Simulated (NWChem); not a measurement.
System: CH$_{5}$BOS; SMILES B(S)(C)O

```xyz
9

B     -0.0756    -0.4199    -0.0033
C      1.2077    -1.3422    -0.0002
H      1.1721    -2.0691    -0.8238
H      1.2600    -1.9232     0.9316
H      2.1464    -0.7873    -0.0907
O     -1.3507    -0.9111     0.0000
H     -1.3650    -1.8803    -0.0012
S      0.1199     1.3992    -0.0006
H     -1.1938     1.7141     0.0105
```
Atoms are numbered in this order, from 1.

Program: NWChem. Medium grid unless said otherwise, to which SCAN and Minnesota functionals are sensitive. The geometry was optimised at B3LYP/6-31G* (spherical d). B3LYP is NWChem's, with the RPA form of VWN correlation. Total energies of different functionals are on different scales.

| level | energy (Ha) | highest occupied level (eV) | orbital gap (eV) | dipole (D) |
|---|---|---|---|---|
| B3LYP/def2-TZVP | -539.5704 | -7.23 | 7.37 | 2.13 |
| PBE/def2-TZVP | -539.1908 | -6.26 | 5.62 | 2.09 |
| LC-BLYP (range parameter 0.33 per bohr)/def2-TZVP | -538.9662 | -9.77 | 11.70 | 2.24 |
| M06-L/def2-TZVP | -539.5173 | -6.47 | 6.28 | 2.17 |
| LDA (Slater exchange, PW92)/def2-TZVP | -536.9604 | -6.39 | 5.51 | 2.14 |
| KT2/def2-TZVP | -544.9406 | (withheld) | 5.69 | (withheld) |
| Hartree-Fock/def2-TZVP | -538.0220 | -10.27 | 13.20 | 2.34 |
| RPBE/def2-TZVP | -539.5080 | -6.22 | 5.67 | 2.08 |

### Question
Complete the blanks.

### Answer

- KT2/def2-TZVP, highest occupied level (eV): -6.34
- KT2/def2-TZVP, dipole (D): 2.03
